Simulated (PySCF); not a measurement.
## `C[C@H]1CO[Si@@H](Cl)O1`, C3H7ClO2Si

Molfile (atoms numbered from 1):
```
C3H7ClO2Si
     RDKit          3D

 14 14  0  0  0  0  0  0  0  0999 V2000
   -1.5402    0.0724   -0.8033 C   0  0  0  0  0  0  0  0  0  0  0  0
   -0.6845   -0.1302    0.4396 C   0  0  1  0  0  0  0  0  0  0  0  0
    0.4044   -1.2087    0.2239 C   0  0  0  0  0  0  0  0  0  0  0  0
    1.5987   -0.5559   -0.1098 O   0  0  0  0  0  0  0  0  0  0  0  0
    1.5800    1.0000    0.3953 Si  0  0  1  0  0  4  0  0  0  0  0  0
    2.1547    2.2176   -1.0679 Cl  0  0  0  0  0  0  0  0  0  0  0  0
   -0.0111    1.0675    0.7538 O   0  0  0  0  0  0  0  0  0  0  0  0
   -2.1456   -0.8097   -0.9931 H   0  0  0  0  0  0  0  0  0  0  0  0
   -0.8986    0.2646   -1.6605 H   0  0  0  0  0  0  0  0  0  0  0  0
   -2.1928    0.9297   -0.6595 H   0  0  0  0  0  0  0  0  0  0  0  0
   -1.3150   -0.3859    1.2979 H   0  0  0  0  0  0  0  0  0  0  0  0
    0.5631   -1.7829    1.1418 H   0  0  0  0  0  0  0  0  0  0  0  0
    0.1422   -1.8896   -0.5879 H   0  0  0  0  0  0  0  0  0  0  0  0
    2.3439    1.2106    1.6076 H   0  0  0  0  0  0  0  0  0  0  0  0
  1  2  1  0
  2  3  1  0
  3  4  1  0
  4  5  1  0
  5  6  1  0
  5  7  1  0
  7  2  1  0
  1  8  1  0
  1  9  1  0
  1 10  1  0
  2 11  1  1
  3 12  1  0
  3 13  1  0
  5 14  1  1
M  END
```

Computed with TDDFT PBE0/def2-SVPD circular dichroism and optical rotation, one conformer, gas phase in PySCF 2.14.0. Geometry: GFN2-xTB.

States above about 8.2 eV (minus the energy of the highest occupied orbital) lie near or above the ionisation threshold and depend on the basis. Singlets 6 and 7 lie within 0.01 eV of each other, so their separate moments and overlaps can depend on how they mix.

Problem. Draw the ECD and absorption spectra from the lowest 12 states, each a Gaussian of half-width 0.35 eV at 1/e height.

Solution. 
| E (eV) | λ (nm) | Δε (L mol⁻¹ cm⁻¹) | ε (L mol⁻¹ cm⁻¹) |
| --- | --- | --- | --- |
| 7.02 | 177 | -0.72 | 75.6 |
| 7.17 | 173 | -2.14 | 256 |
| 7.32 | 169 | -4.57 | 616 |
| 7.47 | 166 | -7.26 | 1100 |
| 7.62 | 163 | -8.93 | 1580 |
| 7.77 | 160 | -8.53 | 2170 |
| 7.92 | 157 | -5.13 | 3170 |
| 8.07 | 154 | +0.59 | 4580 |
| 8.22 | 151 | +5.23 | 5940 |
| 8.37 | 148 | +7.03 | 6540 |
| 8.52 | 146 | +8.17 | 5880 |

Δε uses R in velocity form, ε uses f in length form. Only the states computed contribute, so the short-wavelength end is incomplete.
